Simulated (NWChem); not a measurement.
# HSeOI; SMILES I[Se]O

```xyz
4

Se     0.3835     1.3213     0.0018
I     -0.0231    -1.1851     0.0045
O     -1.2762     1.9829     0.0677
H     -1.6058     2.0201    -0.8416
```
Atoms are numbered in this order, from 1.

Structure relaxed at the PBE0/def2-SVP level. Not confirmed as a minimum by frequencies. def2 effective core potentials on I; no spin-orbit coupling.

**Question.** List the 4 lowest vertical singlet excitations from B3LYP/def2-SVPD with def2 effective core potentials on I, TDA (NWChem).

**Answer.** 
```
state  energy (eV)  oscillator strength  leading excitation (squared amplitude)
-----  -----------  -------------------  --------------------------------------
S1            2.38                0.001                      HOMO → LUMO (0.99)
S2            3.59                0.001                    HOMO → LUMO+1 (0.98)
S3            3.76                0.001                    HOMO−1 → LUMO (0.99)
S4            4.21                0.000                    HOMO−2 → LUMO (0.98)
```
